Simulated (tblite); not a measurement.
Parent: `[CH2:1]1[O:2][CH2:3][SiH2:4]1`, C2H6OSi.

Computed geometry: GFN2-xTB, gas phase. One conformer each, not checked by frequencies here.

```
coordinate of the parent    value
                   C1–O2  1.436 Å
                   O2–C3  1.436 Å
                  C3–Si4  1.919 Å
                  C1–Si4  1.919 Å
               O2–C1–Si4    92.7°
                C1–O2–C3   102.9°
               O2–C3–Si4    92.7°
               C1–Si4–C3    71.6°
```

Task: How does the shared frame change in `[CH2:1]=[C:2]([CH3:3])[C@H:4]1[O:5][CH2:6][SiH2:7]1` with C1–C2–C4–O5 148°, C5H10OSi? Atoms pair as C1 = C4, O2 = O5, C3 = C6, Si4 = Si7 (parent first).

Result: 
```csv
parent,relative,value in the relative,change
C1–O2,C4–O5,1.440 Å,+0.004
O2–C3,O5–C6,1.433 Å,-0.003
C3–Si4,C6–Si7,1.917 Å,-0.002
C1–Si4,C4–Si7,1.937 Å,+0.018
O2–C1–Si4,O5–C4–Si7,91.9°,-0.8
C1–O2–C3,C4–O5–C6,103.5°,+0.6
O2–C3–Si4,O5–C6–Si7,92.9°,+0.2
C1–Si4–C3,C4–Si7–C6,71.6°,0.0
```

Of the parent's bonds, C1–Si4 changes most (+0.018 Å). Bonds of the relative outside the shared frame: C1=C2 1.325, C2–C3 1.496, C2–C4 1.495 Å. Point group C2v → C1.

Task: How does the shared frame change in `[CH3:1][C@H:2]1[O:3][CH2:4][SiH2:5]1`, C3H8OSi? Atoms pair as C1 = C2, O2 = O3, C3 = C4, Si4 = Si5 (parent first).

Result: 
```json
{"parent": "C1–O2", "relative": "C2–O3", "value in the relative": "1.442 Å", "change": "+0.006"}
{"parent": "O2–C3", "relative": "O3–C4", "value in the relative": "1.434 Å", "change": "-0.002"}
{"parent": "C3–Si4", "relative": "C4–Si5", "value in the relative": "1.917 Å", "change": "-0.002"}
{"parent": "C1–Si4", "relative": "C2–Si5", "value in the relative": "1.928 Å", "change": "+0.009"}
{"parent": "O2–C1–Si4", "relative": "O3–C2–Si5", "value in the relative": "91.9°", "change": "-0.8"}
{"parent": "C1–O2–C3", "relative": "C2–O3–C4", "value in the relative": "103.1°", "change": "+0.2"}
{"parent": "O2–C3–Si4", "relative": "O3–C4–Si5", "value in the relative": "92.6°", "change": "-0.1"}
{"parent": "C1–Si4–C3", "relative": "C2–Si5–C4", "value in the relative": "71.7°", "change": "+0.1"}
```

Of the parent's bonds, C1–Si4 changes most (+0.009 Å). Bonds of the relative outside the shared frame: C1–C2 1.523 Å. Point group C2v → C1.

Task: How does the shared frame change in `[F:1][C:2]([F:3])([F:4])[O:5][C@H:6]1[O:7][CH2:8][SiH2:9]1` with C2–O5–C6–O7 63°, O5–C6–O7–C8 95°, C6–O7–C8–Si9 13°, O7–C8–Si9–C6 -10°, O5–C6–Si9–C8 -103°, C3H5F3O2Si? Atoms pair as C1 = C6, O2 = O7, C3 = C8, Si4 = Si9 (parent first).

Result: 
| parent | relative | value in the relative | change |
| --- | --- | --- | --- |
| C1–O2 | C6–O7 | 1.391 Å | -0.045 |
| O2–C3 | O7–C8 | 1.445 Å | +0.009 |
| C3–Si4 | C8–Si9 | 1.927 Å | +0.008 |
| C1–Si4 | C6–Si9 | 1.930 Å | +0.011 |
| O2–C1–Si4 | O7–C6–Si9 | 92.9° | +0.2 |
| C1–O2–C3 | C6–O7–C8 | 103.0° | +0.1 |
| O2–C3–Si4 | O7–C8–Si9 | 91.4° | -1.3 |
| C1–Si4–C3 | C6–Si9–C8 | 70.3° | -1.3 |

Of the parent's bonds, C1–O2 changes most (-0.045 Å). Bonds of the relative outside the shared frame: F1–C2 1.336, C2–F3 1.340, C2–F4 1.344, C2–O5 1.317, O5–C6 1.456 Å. Point group C2v → C1.

Task: How does the shared frame change in `[CH3:1][CH2:2][CH2:3][C@H:4]1[O:5][CH2:6][SiH2:7]1` with C1–C2–C3–C4 -177°, C2–C3–C4–O5 65°, C5H12OSi? Atoms pair as C1 = C4, O2 = O5, C3 = C6, Si4 = Si7 (parent first).

Result: 
```
   parent   relative  value in the relative  change
    C1–O2      C4–O5                1.442 Å  +0.006
    O2–C3      O5–C6                1.434 Å  -0.002
   C3–Si4     C6–Si7                1.917 Å  -0.002
   C1–Si4     C4–Si7                1.926 Å  +0.007
O2–C1–Si4  O5–C4–Si7                  92.0°    -0.7
 C1–O2–C3   C4–O5–C6                 103.0°    +0.1
O2–C3–Si4  O5–C6–Si7                  92.6°    -0.1
C1–Si4–C3  C4–Si7–C6                  71.7°    +0.1
```

Of the parent's bonds, C1–O2 and C1–Si4 change most and about equally (+0.006 to +0.007 Å). Bonds of the relative outside the shared frame: C1–C2 1.523, C2–C3 1.527, C3–C4 1.527 Å. Point group C2v → C1.
